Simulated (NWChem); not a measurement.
System: dimethyl diselenide (C₂H₆Se₂); SMILES C[Se][Se]C

Here is an NWChem input.

```
start job
memory heap 200 mb stack 900 mb global 1100 mb
geometry units angstroms noautoz
  C     -1.836013    -0.945260    -1.067828
  Se    -1.142890     0.278378     0.332675
  Se     1.142890    -0.278378     0.332675
  C      1.836013     0.945260    -1.067828
  H     -2.920362    -0.800735    -1.082883
  H     -1.602393    -1.977324    -0.805825
  H     -1.416316    -0.687917    -2.040839
  H      2.920362     0.800735    -1.082883
  H      1.602393     1.977324    -0.805825
  H      1.416316     0.687917    -2.040839
end
basis spherical
  * library def2-tzvp
end
dft
  xc xcamb88 1.00 lyp 0.81 vwn_5 0.19 hfexch 1.00
  cam 0.33 cam_alpha 0.19 cam_beta 0.46
  iterations 150
  semidirect filesize 400000000
  mulliken
end
task dft energy
```

Output (shortened):

```
             Northwest Computational Chemistry Package (NWChem) 7.3.0
             --------------------------------------------------------

 C2  symmetry detected

                             Geometry "geometry" -> ""
                             -------------------------

 Output coordinates in angstroms (scale by  1.889725989 to convert to a.u.)

  No.       Tag          Charge          X              Y              Z
 ---- ---------------- ---------- -------------- -------------- --------------
    1 C                    6.0000    -1.85152256    -0.91450775    -1.09048928
    2 Se                  34.0000    -1.13808829     0.29740025     0.31001372
    3 Se                  34.0000     1.13808829    -0.29740025     0.31001372
    4 C                    6.0000     1.85152256     0.91450775    -1.09048928
    5 H                    1.0000    -2.93331037    -0.75191822    -1.10554428
    6 H                    1.0000    -1.63514768    -1.95032449    -0.82848628
    7 H                    1.0000    -1.42759200    -0.66420019    -2.06350028
    8 H                    1.0000     2.93331037     0.75191822    -1.10554428
    9 H                    1.0000     1.63514768     1.95032449    -0.82848628
   10 H                    1.0000     1.42759200     0.66420019    -2.06350028

 Effective nuclear repulsion energy (a.u.)     533.6391816076

      Symmetry information
      --------------------

 Group name             C2
 Group number              4
 Group order               2
 No. of unique centers     5

                                 NWChem DFT Module
                                 -----------------

 Summary of "ao basis" -> "ao basis" (spherical)
 ------------------------------------------------------------------------------
       Tag                 Description            Shells   Functions and Types
 ---------------- ------------------------------  ------  ---------------------
 C                         def2-tzvp                11       31   5s3p2d1f
 Se                        def2-tzvp                16       48   6s5p4d1f
 H                         def2-tzvp                 4        6   3s1p

      Symmetry analysis of basis
      --------------------------

        a          97
        b          97

            General Information
            -------------------
          SCF calculation type: DFT
          Wavefunction type:  closed shell.
          No. of atoms     :    10
          No. of electrons :    86
           Alpha electrons :    43
            Beta electrons :    43
          Charge           :     0
          Spin multiplicity:     1
          Use of symmetry is: on ; symmetry adaption is: on
          Maximum number of iterations: 150
          AO basis - number of functions:   194
                     number of shells:    78
          Convergence on energy requested:  1.00D-06
          Convergence on density requested:  1.00D-05
          Convergence on gradient requested:  5.00D-04

              XC Information
              --------------
                     Hartree-Fock (Exact) Exchange  1.000
                   CAM-Becke88 Exchange Functional  1.000
                      VWN V Correlation Functional  0.190 local
              Lee-Yang-Parr Correlation Functional  0.810

           Range-Separation Parameters
           ---------------------------
           Alpha           :  0.19
           Beta            :  0.46
           Gamma           :  0.33
           Short-Range HF  :     F

             Grid Information
             ----------------
          Grid used for XC integration:  medium
          Radial quadrature: Mura-Knowles
          Angular quadrature: Lebedev.
          Tag              B.-S. Rad. Rad. Pts. Rad. Cut. Ang. Pts.
          ---              ---------- --------- --------- ---------
          C                   0.70       49          13.0       434
          Se                  1.15      112          12.0       590
          H                   0.35       45          14.0       434
          Grid pruning is: on
          Number of quadrature shells:   296
          Spatial weights used:  Erf1

      Superposition of Atomic Density Guess
      -------------------------------------

 Sum of atomic energies:       -4877.95456474

      Non-variational initial energy
      ------------------------------

 Total energy =   -4879.540889
 1-e energy   =   -7855.586123
 2-e energy   =    2442.406053
 HOMO         =      -0.254193
 LUMO         =      -0.028000

      Symmetry analysis of molecular orbitals - initial
      -------------------------------------------------

  Numbering of irreducible representations:

     1 a           2 b

  Orbital symmetries:

     1 a           2 b           3 b           4 a           5 b
     6 a           7 b           8 a           9 a          10 b
    11 a          12 b          13 a          14 b          15 a
    16 b          17 a          18 b          19 b          20 a
    21 a          22 b          23 a          24 b          25 a
    26 a          27 b          28 b          29 a          30 b
    31 a          32 b          33 a          34 b          35 a
    36 b          37 a          38 b          39 a          40 b
    41 a          42 b          43 a          44 b          45 b
    46 a          47 a          48 b          49 a          50 a
    51 b          52 b          53 a

     ---------------------------------------------
      Total Density - Mulliken Population Analysis
     ---------------------------------------------

[...]
```

Level: CAM-B3LYP/def2-TZVP. Structure relaxed at the B3LYP/6-31G* (spherical d) level.
